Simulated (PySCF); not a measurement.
**Mayer bond orders and bond lengths**

C5H8FP.
Atom-mapped SMILES: `[CH2:1]=[CH:2][CH2:3]/[P:4]=[C:5](/[CH3:6])[F:7]` (hydrogens: H8, H9 on C1; H10 on C2; H11, H12 on C3; H13, H14, H15 on C6)

Cartesian coordinates in Å at the PBE0-D3(BJ)/def2-SVP level; atoms count from 1:
```xyz
15
C5H8FP angstrom
C     -2.3378    0.8946   -0.4151
C     -1.8227   -0.2154   -0.9476
C     -1.0568   -1.2517   -0.1899
P      0.7487   -1.2985   -0.7019
C      1.3504   -0.0147    0.2118
C      2.7625    0.4420    0.2156
F      0.5903    0.7117    1.0378
H     -2.2335    1.1166    0.6513
H     -2.8757    1.6217   -1.0289
H     -1.9372   -0.3915   -2.0247
H     -1.1231   -1.0790    0.8947
H     -1.4547   -2.2583   -0.4000
H      3.1888    0.3604    1.2297
H      3.3710   -0.1533   -0.4773
H      2.8165    1.5037   -0.0782
```

Bond orders from the PBE0/pcSseg-1 density (PySCF). One conformer (not necessarily the lowest) at the PBE0-D3(BJ)/def2-SVP geometry, without solvent, vibrations or thermal averaging.

**Question.** How far do the computed orders between heavy atoms stray from the drawn ones?

**Answer.** The largest departure is 0.292, at P4–C5 (drawn double, 1.708).

**Question.** Give the Mayer order of every bond, beside its length.

**Answer.** 
```tsv
bond	drawn as	length (Å)	Mayer order
C1–C2	double	1.334	1.977
C2–C3	single	1.495	1.009
C3–P4	single	1.877	0.932
P4–C5	double	1.687	1.708
C5–C6	single	1.484	1.061
C5–F7	single	1.337	0.921
C1–H8	single	1.094	0.952
C1–H9	single	1.093	0.953
C2–H10	single	1.097	0.952
C3–H11	single	1.100	0.936
C3–H12	single	1.103	0.938
C6–H13	single	1.103	0.936
C6–H14	single	1.098	0.953
C6–H15	single	1.103	0.936
```

By pair of heavy elements: C–C: lowest C2–C3 (1.009, 1.495 Å), highest C1–C2 (1.977, 1.334 Å). C–P: lowest C3–P4 (0.932, 1.877 Å), highest P4–C5 (1.708, 1.687 Å).

**Question.** Sum the orders of all bonds at each heavy atom with more than one neighbour and set the sums beside the valence in the SMILES.

**Answer.** C1 3.882 (drawn 4), C2 3.938 (drawn 4), C3 3.815 (drawn 4), P4 2.640 (drawn 3), C5 3.690 (drawn 4), C6 3.886 (drawn 4). Orders between atoms that aren't bonded are not in these sums.

For a closed shell the Mayer order of atoms A and B is Σ (PS)μν (PS)νμ over the basis functions μ on A and ν on B, with P the density and S the overlap matrix.

The run behind these numbers computed NMR shieldings as well. Time: 20 s wall (with the writing of density and orbital grids); peak memory 0.77 GiB. Hardware: one thread, Arm Neoverse V2 (aarch64), no GPU, shared host with 96 logical CPUs at a one-minute load of 12.
